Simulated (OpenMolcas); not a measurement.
# 3d2 ions of rising charge with 4 bromide ligands in tetrahedral coordination

- Program: OpenMolcas
- Method: CASSCF
- Spin-orbit coupling: RASSI with atomic mean-field integrals over the reference wave functions

The d shell is active. Anionic complexes are neutralised by point charges behind the ligands. Distances were set from a Shannon-type radius of the metal (high-spin where two are listed) plus a fixed donor radius (Br 1.91 Å). Ligand basis ANO-RCC-VTZP, DKH2 Hamiltonian. States (labels of Td). Energies in cm-1 above the lowest state or level, χT in cm3 K/mol. Spin-only χT is S(S+1) / 2 for the spin of the ground state.

```
 Ion  Shell  R (Å)   Metal basis  Outer charge (e at Å behind ligand)  Ground state  First state of that spin  First gap with spin-orbit (degeneracies)  χT at 300 K  First state of another spin  Spin-only χT
Ti2+    3d2   2.64  ANO-RCC-VTZP                           0.5 at 3.2           3A2                  3T2 2565                               2555 (3, 1)        1.059                     1E 11379         1.000
 V3+    3d2   2.42  ANO-RCC-VTZP                          0.25 at 2.8           3A2                  3T2 4904                               4900 (3, 2)        0.990                     1E 13710         1.000
Cr4+    3d2   2.32  ANO-RCC-VTZP                                                3A2                  3T2 7710                               7654 (3, 2)        0.981                     1E 14662         1.000
```

The rows also differ in their outer charges, so part of each step comes from that.

χT departs most from the spin-only value for Ti2+, by +0.059 cm3 K/mol.

Without dynamic correlation the repulsion within the d shell is too large (B by tens of per cent), so at a given field states of lower spin stand too high. Ligand-to-metal charge-transfer states are missing. With no ligand orbital active B as a rule stays too high, so bands that hang on it stand too high and its fall with covalency is understated. With metal d orbitals alone and no dynamic correlation the field as a rule comes out too small, by tens of per cent, by up to half for chloride and softer ligands. The least metal-like active orbital is 75 % on the metal (Löwdin) and no ligand orbital is active, so the numbers are rough (holds for Cr4+). This ion would oxidise such ligands; the complex is a model and need not exist (holds for Cr4+). No measured value stands beside these numbers; the geometry was imposed, not optimised, and the real ion may take another.
